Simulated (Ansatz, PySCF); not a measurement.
Gas-phase reaction in SMILES: N[SiH2][SiH2]N → N[SiH][SiH2]N + H atom (the H-Si bond at the site shown breaks; other sites are not compared here)
Each molecule is optimised on its own at B3LYP-D3(BJ)/def2-TZVP (Ansatz, a program for electronic structure), one conformer each, not searched for the lowest. Frequencies are from Ansatz or PySCF.

Property: bond dissociation energy (0 K, with B3LYP-D3(BJ) harmonic zero-point energies), in kcal/mol. Correlated levels leave the core frozen unless marked. Open shells are spin-unrestricted. Spin-orbit coupling is left out. Non-relativistic. Basis-set limits of correlation are two-point, X^-3; Hartree-Fock from the larger set.

```
level               program  bond dissociation energy (kcal/mol)
------------------  -------  -----------------------------------
HF/aug-cc-pV(D+d)Z   Ansatz                                 65.9
```

### Question
Predict the CCSD(T)/CBS(cc-pV(T+d)Z,cc-pV(Q+d)Z) result (Ansatz).

### Answer
86.0 kcal/mol, so HF/aug-cc-pV(D+d)Z differs from it by -20.1 kcal/mol.
